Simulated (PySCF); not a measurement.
**Continuum solvent and chemical shifts**

Molfile (atoms numbered from 1):
```
C6H12ClFO
     RDKit          3D

 21 20  0  0  0  0  0  0  0  0999 V2000
   -2.4770   -0.8157   -0.1949 C   0  0  0  0  0  0  0  0  0  0  0  0
   -1.7141    0.4731   -0.4589 C   0  0  0  0  0  0  0  0  0  0  0  0
   -0.3338    0.5347    0.1939 C   0  0  1  0  0  0  0  0  0  0  0  0
    0.6477   -0.4543   -0.4198 C   0  0  0  0  0  0  0  0  0  0  0  0
    1.8587   -0.3859    0.2743 O   0  0  0  0  0  0  0  0  0  0  0  0
    2.8248   -1.2726   -0.1970 C   0  0  0  0  0  0  0  0  0  0  0  0
    0.2726    1.9261    0.1241 C   0  0  1  0  0  0  0  0  0  0  0  0
    0.3085    2.3595   -1.1620 F   0  0  0  0  0  0  0  0  0  0  0  0
   -0.6596    3.1014    1.0995 Cl  0  0  0  0  0  0  0  0  0  0  0  0
   -1.9800   -1.6972   -0.6293 H   0  0  0  0  0  0  0  0  0  0  0  0
   -3.4860   -0.7671   -0.6304 H   0  0  0  0  0  0  0  0  0  0  0  0
   -2.5909   -0.9977    0.8857 H   0  0  0  0  0  0  0  0  0  0  0  0
   -1.6037    0.6387   -1.5434 H   0  0  0  0  0  0  0  0  0  0  0  0
   -2.3001    1.3262   -0.0823 H   0  0  0  0  0  0  0  0  0  0  0  0
   -0.4208    0.2913    1.2665 H   0  0  0  0  0  0  0  0  0  0  0  0
    0.7940   -0.2133   -1.4936 H   0  0  0  0  0  0  0  0  0  0  0  0
    0.2282   -1.4782   -0.3702 H   0  0  0  0  0  0  0  0  0  0  0  0
    2.4943   -2.3267   -0.1108 H   0  0  0  0  0  0  0  0  0  0  0  0
    3.0803   -1.0824   -1.2582 H   0  0  0  0  0  0  0  0  0  0  0  0
    3.7310   -1.1403    0.4102 H   0  0  0  0  0  0  0  0  0  0  0  0
    1.2954    1.9340    0.5243 H   0  0  0  0  0  0  0  0  0  0  0  0
  1  2  1  0
  2  3  1  0
  3  4  1  0
  4  5  1  0
  5  6  1  0
  3  7  1  0
  7  8  1  0
  7  9  1  0
  1 10  1  0
  1 11  1  0
  1 12  1  0
  2 13  1  0
  2 14  1  0
  3 15  1  1
  4 16  1  0
  4 17  1  0
  6 18  1  0
  6 19  1  0
  6 20  1  0
  7 21  1  1
M  END
```

GIAO PBE0/pcSseg-1 in PySCF on one PBE0-D3(BJ)/def2-SVP conformer, non-relativistic, equivalent nuclei averaged. Solvents enter as an IEF-PCM continuum (chloroform with ε = 4.7, dimethylsulfoxide with ε = 46.8) around the gas-phase geometry. Shifts are referred to TMS, CFCl3 computed in the same medium.

Gas phase, δ in ppm: C7 109.5, C4 72.2, C6 59.2, C3 51.3, C2 17.7, C1 13.5, F8 -171.6, H21 6.43, H18/H19/H20 3.32, H17 3.24, H16 2.91, H14 1.99, H15 1.41, H13 1.07. Dipole moment 3.13 D.

Question: How does each δ change in the continuum?

Answer: 
```
      atoms                               environment  Δδ, chloroform  Δδ, dimethylsulfoxide
         C7                 sp3 CH bonded to Cl and F            +1.9                   +2.7
         C4                       sp3 CH2 bonded to O            +0.4                   +0.6
         C6                 methyl carbon bonded to O            +0.5                   +0.7
         C3                                    sp3 CH            +0.8                   +1.1
         C2                                   sp3 CH2            +0.7                   +1.0
         C1                             methyl carbon            +0.1                   +0.2
         F8                 fluorine on an sp3 carbon            +0.5                   +0.9
        H21  hydrogen on an sp3 CH bonded to Cl and F           +0.09                  +0.12
H18/H19/H20   hydrogen on a methyl carbon bonded to O           +0.08                  +0.11
        H17        hydrogen on an sp3 CH2 bonded to O           +0.17                  +0.25
        H16        hydrogen on an sp3 CH2 bonded to O           +0.06                  +0.09
        H14                    hydrogen on an sp3 CH2           -0.11                  -0.17
        H15                     hydrogen on an sp3 CH           +0.08                  +0.11
        H13                    hydrogen on an sp3 CH2           +0.02                  +0.03
```

Changes are relative to the gas phase. The dipole moment becomes 3.68 D in chloroform, 3.92 D in dimethylsulfoxide.

Question: Which nuclei move most (in ppm), and what does the model miss?

Answer: C7 (sp3 CH bonded to Cl and F, +2.7 ppm) in dimethylsulfoxide. A continuum only polarises the solute; specific hydrogen bonds, the anisotropy of aromatic solvents and changes of geometry or conformer are outside it.
